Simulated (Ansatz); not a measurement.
`C[CH2][Zn][SH]`, relaxed with RKS PBE0-D4/def2-TZVP in Ansatz 0.2.0 from a PBE-D4/def2-SVP geometry. The force threshold is 0.005 eV/Å; the program also tests the step.

Total charge 0; spin multiplicity 1.

Start:

```xyz
10

C    -1.330    0.306    0.552
C     0.173    0.476    0.806
Zn    1.319   -0.317   -0.562
S     2.621   -1.206   -2.097
H    -1.629   -0.762    0.504
H    -1.939    0.773    1.356
H    -1.649    0.774   -0.403
H     0.440    1.552    0.879
H     0.460    0.025    1.780
H     1.536   -1.622   -2.814
```

Question: By how much does the energy fall, and how many steps does the optimiser take? (Best estimate.)

Answer: Computed: 0.03 eV, in 5 steps.

Question: Which bonds change most? (Best estimate.)

Answer: Computed: Zn3–S4 from 2.200 to 2.180 Å; S4–H10 from 1.365 to 1.345 Å; C2–H8 from 1.112 to 1.095 Å; C2–H9 from 1.112 to 1.095 Å.

Question: Give the relaxed structure. (Estimate.)

Answer: Ansatz gave: 
```xyz
10

C    -1.332    0.309    0.557
C     0.168    0.471    0.798
Zn    1.311   -0.320   -0.567
S     2.607   -1.199   -2.084
H    -1.628   -0.742    0.512
H    -1.919    0.773    1.357
H    -1.648    0.772   -0.381
H     0.429    1.532    0.869
H     0.449    0.026    1.758
H     1.564   -1.624   -2.819
```
